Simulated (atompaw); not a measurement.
rhodium: variants of one PAW (atompaw) potential

Base potential:

Rh (Z = 45), PAW, made with atompaw 4.2.0.5 (PBEsol, scalar-relativistic). Core [Ar] 3d10 4s2, reference 4p6 4d8 5s0.5 5p0 (charge +0.5). Waves: 5s (bound): rc 2.55 bohr; 5s channel at 3.45 Ry: rc 2.55 bohr; 4p (bound): rc 1.40 bohr; 5p (bound, empty): rc 2.35 bohr; 4d (bound): rc 2.10 bohr; 4d channel at 1.7 Ry: rc 2.55 bohr. Local part: bessel scheme, radius 1.75 bohr. Core correction: smooth core density matched at 1.65 bohr. Augmentation charge: besselshape compensation charge, radius 1.95 bohr; PAW radius 2.55 bohr; waves and projectors: custom rrkj vanderbiltortho.

Cutoffs, loose and tight: the cutoffs (Ry, on a coarse ladder) from which the occupation-weighted sum of valence levels, in a spherical-Bessel basis at the reference potential, stays within 10 and 1 mRy of its value at 400 Ry. They see the waves, projectors and local potential, not the compensation charge or the core. A dash means not determined.

A true bound ghost makes a file unfit for plane-wave use even where its test errors are small: the radial tests pick states by their node count and pass the ghost by.

```tsv
change	outcome	cutoff, loose	cutoff, tight	bound ghosts
base	generated	40 Ry	80 Ry	none
augmentation besselshape compensation charge, radius 2.34 bohr; PAW radius 2.55 bohr; waves and projectors: custom rrkj vanderbiltortho	generated	40 Ry	80 Ry	none
core [Ar] 3d10, valence charge 17; reference 4s2 4p6 4d8 5s1 5p0; waves now 4s (bound): rc 1.60 bohr; 5s (bound): rc 1.65 bohr; 4p (bound): rc 1.35 bohr; 5p (bound): rc 1.65 bohr; 4d (bound): rc 1.65 bohr; 4d channel at 0.65 Ry: rc 1.65 bohr; local potential bessel scheme, radius 1.25 bohr; core correction smooth core density matched at 1.30 bohr; augmentation besselshape compensation charge, radius 1.30 bohr; PAW radius 1.65 bohr; waves and projectors: custom rrkj vanderbiltortho	generated	45 Ry	90 Ry	none
wave 4d channel at 1.7 Ry: rc 2.55 bohr becomes 4d channel at 0.5 Ry: rc 2.55 bohr	generated	40 Ry	80 Ry	none
reference 4p6 4d8 5s0.5 5p0.5	generated	40 Ry	80 Ry	none
```

What comes out with this change to the base: augmentation besselshape compensation charge, radius 1.95 bohr; PAW radius 2.55 bohr; waves and projectors: custom polynom gramschmidtortho?

outcome: generated; cutoff, loose: 40 Ry; cutoff, tight: 70 Ry; bound ghosts: s.

What comes out with this change to the base: local potential bessel scheme, radius 1.22 bohr?

outcome: generated; cutoff, loose: 40 Ry; cutoff, tight: 80 Ry; bound ghosts: s.
